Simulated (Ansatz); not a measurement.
Geometry optimisation, RKS PBE0-D4/def2-SVP (Ansatz).

input.yaml

```yaml
crystal:
  periodic: [false, false, false]
  atoms:
    - { symbol: Ti, position_ang: [0.0, 0.0, 0.0] }
    - { symbol: Cl, position_ang: [0.0, 0.0, 2.72] }
    - { symbol: F, position_ang: [1.7257, 0.0, -0.6094] }
    - { symbol: F, position_ang: [-0.8619, 1.4933, -0.6094] }
    - { symbol: F, position_ang: [-0.8619, -1.4933, -0.6094] }
    - { symbol: "N", position_ang: [-2.2396, 0.0, 0.7442] }
    - { symbol: H, position_ang: [-2.9597, -0.6071, 0.2579] }
    - { symbol: H, position_ang: [-2.5255, 0.6071, 1.5647] }
    - { symbol: H, position_ang: [-1.5408, 0.0, 1.9598] }
basis:
  gaussian: { orbitals: def2-SVP }
hamiltonian:
  xc: pbe0
  dispersion: d4
relax:
  f_tol: 0.15
  max_steps: 25
  restrain:
    - { distance: [0, 5], at: 2.06, k: 30.0 }
    - { distance: [8, 1], at: 1.37, k: 30.0 }
    - { distance: [0, 1], at: 3.57, k: 30.0 }
    - { distance: [8, 5], at: 2.26, k: 30.0 }
```

Run as:

```bash
$ ansatz run input.yaml --threads 4 --pin off --max-ram 5120MiB --backend cpu --events-out ev --progress --plain --runs-dir out
```

Question: Where does it end, and by what steps?

Answer: The forces met the threshold. The restraints hold the end off the free minimum; the threshold counts their pulls, which the force column leaves out. Restrained pairs: Ti1–N6 (2.36 → 1.99 Å), Cl2–H9 (1.72 → 1.33 Å), Ti1–Cl2 (2.72 → 3.57 Å), N6–H9 (1.40 → 2.26 Å). After 13 steps the energy has fallen by 3.223 eV (the restraints' own energy left out); F3 moved furthest, 1.48 Å.

| step | energy less start (eV) | largest force component (eV/Å) | accepted |
| --- | --- | --- | --- |
| 0 | 0.0000 | 3.964 | yes |
| 1 | 0.0945 | 3.500 | yes |
| 2 | -0.0234 | 3.511 | yes |
| 3 | -0.8525 | 2.408 | yes |
| 4 | -1.9283 | 1.616 | yes |
| 5 | -2.4104 | 1.720 | yes |
| 6 | -2.7103 | 1.838 | yes |
| 7 | -2.9278 | 1.862 | yes |
| 8 | -3.0539 | 1.530 | yes |
| 9 | -3.1037 | 1.690 | yes |
| 10 | -3.1115 | 1.703 | yes |
| 11 | -3.1756 | 1.761 | yes |
| 12 | -3.1702 | 1.647 | yes |
| 13 | -3.2226 | 1.691 | yes |

```xyz
9
Properties=species:S:1:pos:R:3
Ti -0.549 -0.042 -0.417
Cl -0.131 0.962 2.984
F 0.851 -0.797 0.274
F -0.248 1.626 -0.750
F -0.916 -0.892 -1.876
N -2.119 -0.283 0.783
H -2.839 -0.972 0.574
H -2.522 0.531 1.245
H -0.792 -0.132 2.601
```

Time of the run: 51 s on 4 threads of Arm Neoverse V1, on a shared host, peak memory 0.34 GiB.
